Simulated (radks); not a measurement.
Results of a calculation; reference values are marked as such.
Fractional charge and spin in the 3s shell of silicon: the spin-up occupation runs from 0 to 1 and the spin-down occupation from 0 to 1; the fullest corner is Si2+, [Ne] 3s(up 1, down 1). Level of theory: non-relativistic Kohn-Sham, r2SCAN, spin-polarised, spherical densities, point nucleus; meta-GGA in the generalised Kohn-Sham scheme (a radial shooting solver on a logarithmic mesh with Libxc functionals). Energy (eV) above the fullest corner. The planes named below are the two flat planes that join the four corners, with an edge along up + down = one added electron.

down \ up       0    0.25     0.5    0.75       1
0          77.877  65.959  54.373  43.321  32.867
0.25       65.959  54.796  43.973  33.678  23.971
0.5        54.373  43.973  33.928  24.404  15.459
0.75       43.321  33.678  24.404  15.644   7.451
1          32.867  23.971  15.459   7.451   0.000

Corners above the fullest one (they belong to Si3+ and the next ion): (up 1, down 0) 32.867 eV, (up 0, down 1) 32.867 eV, (up 0, down 0) 77.877 eV. With half an added electron in each spin the energy lies 1.060 eV from the planes (fractional-spin error, the static-correlation error of a stretched bond), and with half an added electron in spin up alone -1.000 eV (fractional-charge error). For a frontier s shell over closed shells the exact functional lies on the planes.
